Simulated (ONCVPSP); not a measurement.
# Building the ONCV potential for gold (PBE, fully relativistic).

gold, optimised norm-conserving Vanderbilt (ONCV), made with ONCVPSP 4.0.1 (PBE, fully relativistic). Core [Kr] 4d10 4f14, reference 5s2 5p6 5d10 (charge +1). Waves: 5s: rc 1.05 bohr, ncon 3, nbas 6, qcut 5.8 1/bohr, 1 projector; 5p: rc 1.45 bohr, ncon 4, nbas 8, qcut 9.5 1/bohr, 1 projector; 5d: rc 1.80 bohr, ncon 5, nbas 10, qcut 8.8 1/bohr, 2 projectors, debl 2.8 Ha; f scattering state at 0.03 Ha: rc 1.55 bohr, ncon 3, nbas 8, qcut 6.2 1/bohr, 2 projectors, debl 2.8 Ha. Local part: polynomial inside 1.00 bohr (lpopt 5, dvloc0 0 Ha). Core correction: Teter function, fcfact 2.75, rcfact 1.35.

Open shells are filled in proportion to 2j + 1.

All-electron outer shells of the reference configuration (PBE, scalar-relativistic, ld1.x):

```csv
shell,level (eV),outermost node (bohr),outermost maximum (bohr)
4f,-89.58,–,0.37
5p,-68.34,0.52,0.96
5d,-15.33,0.56,1.21
```

Problem. Does the generator finish with these settings?

Solution. Yes, a potential is produced and its reference levels are reproduced.

Problem. Does the potential have ghost states?

Solution. Ghosts flagged at negative energy: s at -98.0 eV; no localised positive-energy state flagged. A true bound ghost makes a file unfit for plane-wave use.

Its largest configuration-test error is -0.6 meV (5s2 5p6 5d8). 2 of 4 tests not solved or not reliable.
